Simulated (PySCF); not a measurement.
Al(F)(Cl)(Me) (CH3AlClF), SMILES [CH3][Al]([F])[Cl].

Geometry optimised at PBE0-D3(BJ)/def2-SVP.

Method: PBE0/def2-TZVPD (PySCF).

Isolated molecule, no solvent.

* **total energy**: -842.21746 hartree
* **highest occupied level**: -9.08 eV
* **lowest empty level**: -0.91 eV
* **orbital gap**: 8.17 eV
* **dipole moment**: 2.29 D
* **quadrupole, principal values (traceless, Buckingham form, about the centre of nuclear charge)**: -7.25, 0.64, 6.61 D·Å
* **mean static polarisability**: 50.3 bohr³ (7.45 Å³)
* **polarisability, principal values**: 42.8, 47.8, 60.2 bohr³
